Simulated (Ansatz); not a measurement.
`[F][Ge][SH]` + CH₃OH → `C[O][Ge][F]` + H₂S at 700 K and 1 bar (ligand exchange at a Ge–S bond).

Calculated with Ansatz (gas phase, PBE0-D4/def2-TZVP geometries, no zero-point term in ΔE). CCSD(T)/CBS is the MP2 limit (def2-TZVPP, def2-QZVPP) plus CCSD(T) − MP2 in def2-TZVPP, frozen cores. This one scheme is used for every species. For Ge outer-core shells are correlated without core-valence functions, which leaves a few kJ/mol of doubt a bond. Scalar relativity is left out up to krypton. Each species was taken in one conformer, which may not be the lowest.

| species | CCSD(T)/CBS energy (Eh) | H − E (kJ/mol) | S (J/(mol·K)) |
| --- | --- | --- | --- |
| `[F][Ge][SH]` | -2574.33845 | 71.2 | 353.4 |
| CH₃OH | -115.61712 | 170.8 | 288.5 |
| `C[O][Ge][F]` | -2290.98541 | 170.1 | 399.6 |
| H₂S | -398.97279 | 64.8 | 236.9 |

H − E and S are ideal-gas, rigid-rotor, harmonic terms from PBE0-D4/def2-TZVP, for one conformer and one mirror image of each species. 1 Eh = 2625.50 kJ/mol, R = 8.31446 J/(mol·K).

Task: By hand: ΔE, ΔH, ΔS and ΔG.

Result: ΔE = (-2290.98541) + (-398.97279) − (-2574.33845) − (-115.61712) = -0.00263 Eh = -6.9 kJ/mol. Δ(H − E) = 170.1 + 64.8 − 71.2 − 170.8 = -7.1, so ΔH = -14.0 kJ/mol. ΔS = 399.6 + 236.9 − 353.4 − 288.5 = -5.4 J/(mol·K). ΔG = -14.0 − 700 × (-5.4)/1000 = -10.2 kJ/mol.

Task: By hand: the equilibrium constant, and the temperature at which ΔG would vanish if ΔH and ΔS stayed fixed.

Result: log₁₀ K = −ΔG/(RT ln 10) = 0.8. ΔG = 0 at ΔH/ΔS = 2593 K, far beyond where these terms or the molecules hold.

The number of gas molecules stays the same, so ΔS is small and ΔH decides. A doubt of 5 kJ/mol in ΔE shifts log₁₀ K by 0.4 here. Other conformers and mirror images would add mixing entropy, several J/(mol·K) or more a flexible species. These are equilibria of isolated gas molecules and say nothing of rates. Largest T1 diagnostic: 0.015 (customary marks: 0.02 for closed shells, 0.045 for open ones).
